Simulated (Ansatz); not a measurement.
C10H7I, SMILES `Ic1ccc2ccccc2c1`, relaxed with RKS PBE0-D4/def2-TZVP in the Gaussian-basis code of Ansatz from a PBE-D4/def2-SVP geometry. The force threshold is 0.005 eV/Å; the program also tests the step.

The species carries charge 0 and has multiplicity 1. I takes the def2 core potential.

Start:

```xyz
18

I    -2.920    0.799    3.424
C    -1.376    0.402    2.024
C    -0.060    0.170    2.508
C     0.958   -0.090    1.603
C     0.713   -0.129    0.200
C     1.742   -0.395   -0.748
C     1.466   -0.425   -2.107
C     0.144   -0.191   -2.575
C    -0.881    0.069   -1.678
C    -0.629    0.108   -0.275
C    -1.665    0.374    0.669
H     0.146    0.198    3.587
H     1.981   -0.270    1.968
H     2.766   -0.576   -0.383
H     2.271   -0.630   -2.829
H    -0.065   -0.218   -3.655
H    -1.906    0.251   -2.037
H    -2.687    0.554    0.304
```

Problem. By how much does the energy fall, and how many steps does the optimiser take? (An estimate is asked.)

Solution. Ansatz gave: 11.98 kJ/mol, in 4 steps.

Problem. Which bonds change most? (Best estimate.)

Solution. The calculation gave: I1–C2 from 2.122 to 2.086 Å; C5–C10 from 1.442 to 1.420 Å; C2–C11 from 1.386 to 1.366 Å; C6–C7 from 1.387 to 1.367 Å.

Problem. Give the relaxed structure. (Estimate.)

Solution. Ansatz gave: 
```xyz
18

I    -2.880    0.787    3.376
C    -1.362    0.398    1.999
C    -0.057    0.168    2.476
C     0.947   -0.089    1.586
C     0.702   -0.127    0.197
C     1.723   -0.390   -0.741
C     1.450   -0.420   -2.080
C     0.140   -0.189   -2.543
C    -0.871    0.069   -1.659
C    -0.619    0.106   -0.271
C    -1.645    0.370    0.663
H     0.142    0.195    3.540
H     1.955   -0.267    1.947
H     2.730   -0.568   -0.380
H     2.242   -0.623   -2.792
H    -0.064   -0.215   -3.607
H    -1.880    0.248   -2.013
H    -2.652    0.548    0.303
```
